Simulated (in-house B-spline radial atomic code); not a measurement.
**PBE0 excitations of the phosphorus ion P⁵⁺**

Method: PBE0. Computed with an all-electron radial atomic-structure program (B-spline basis): linear response of the closed shell [He] 2s2 2p6 with the functional's adiabatic kernel; non-relativistic, point nucleus, no spin-orbit coupling, no double excitations, S, P, D and F terms only. Only terms of natural parity with L up to 3 were computed.

Command:
```bash
python run_td.py task.json out
```
Settings (radii: box in bohr, nucleus in fm):
```
Z                        15
electrons                10
configuration            [He] 2s2 2p6
hamiltonian              nr
method                   pbe0
box_radius               16.35
intervals                50
```

Run time, properties included: 0.2 s on 1 thread of Intel(R) Xeon(R) Platinum 8488C (Sapphire Rapids), with other jobs on the host.

The lowest states, in the order of their Tamm-Dancoff energies; the method's threshold (minus the highest occupied level) is 205.77 eV. Labels give the largest channel, * marks a mixed state, and oscillator strengths are full-response dipole values. Semilocal kernels can invert the small singlet-triplet splittings of Rydberg terms. Energies in eV:

```
     state  full response  Tamm-Dancoff  oscillator strength
2p → 3s 3P         130.75        130.76                    -
2p → 3s 1P              ?             ?                    ?
2p → 3p 3S         140.79        140.84                    -
2p → 3p 3D         142.01        142.03                    -
2p → 3p 1D         142.93        142.93                    -
2p → 3p 1S         148.82        149.31                    -
2p → 3d 3P         156.98        156.98                    -
2p → 3d 3F         157.28        157.29                    -
2p → 3d 1F         157.84        157.84                    -
2p → 3d 1P              ?             ?                    ?
```

Question: Where does 2p → 3s 1P lie?

Answer: At 131.96 eV in full response, 131.98 eV in Tamm-Dancoff, oscillator strength 0.21.

Question: Where does 2p → 3d 1P lie?

Answer: At 159.91 eV in full response, 160.01 eV in Tamm-Dancoff, oscillator strength 1.19.

Question: How large is the singlet-triplet splitting of 2p → 3s (P terms) in Tamm-Dancoff?

Answer: 1.21 eV, from the unrounded values.

Question: What polarisabilities and dispersion coefficient does the method give?

Answer: Dipole 0.1093 bohr³, quadrupole 0.05668 bohr⁵, C6 0.06662 hartree·bohr⁶ for two such species.
